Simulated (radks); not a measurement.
Results of a calculation; reference values are marked as such.
Task: Zr, configuration [Kr] 4d2 5s2. Code: a radial shooting solver on a logarithmic mesh with Libxc functionals. Model: scalar-relativistic Kohn-Sham, r2SCAN, spin-polarised, spherical densities, finite nucleus; open shells are filled with parallel spins first (spin-orbit coupling, left out, can overturn this in heavy ions); meta-GGA in the generalised Kohn-Sham scheme; Fermi nuclear charge, rms radius 4.2694 fm. Some entries of the table are withheld. Estimate them.

orbital,occ.,eigenvalue (eV),<r> (bohr)
1s down,1,-17866.04,0.03707
1s up,1,-17866.03,0.03707
2s up,1,-2487.100,0.1625
2s down,1,-2486.890,0.1625
2p up,3,-2215.435,0.1417
2p down,3,-2215.289,0.1417
3s up,1,-412.8062,0.4573
3s down,1,-412.7261,0.4574
3p up,3,-323.3868,0.4614
3p down,3,-323.2869,0.4614
3d up,5,-177.1597,0.4526
3d down,5,-176.9778,0.4526
4s up,1,-56.6611,1.220
4s down,1,-55.5020,1.212
4p up,3,-34.0555,1.376
4p down,3,-32.6390,1.363
5s up,1,(1),3.637
4d up,2,-4.1686,(2)
5s down,1,(3),3.961
4d down,0,-2.4940,(4)

Result: 
(1) 5s up eigenvalue (eV): -4.8647
(2) 4d up <r> (bohr): 2.248
(3) 5s down eigenvalue (eV): -4.1106
(4) 4d down <r> (bohr): 2.446
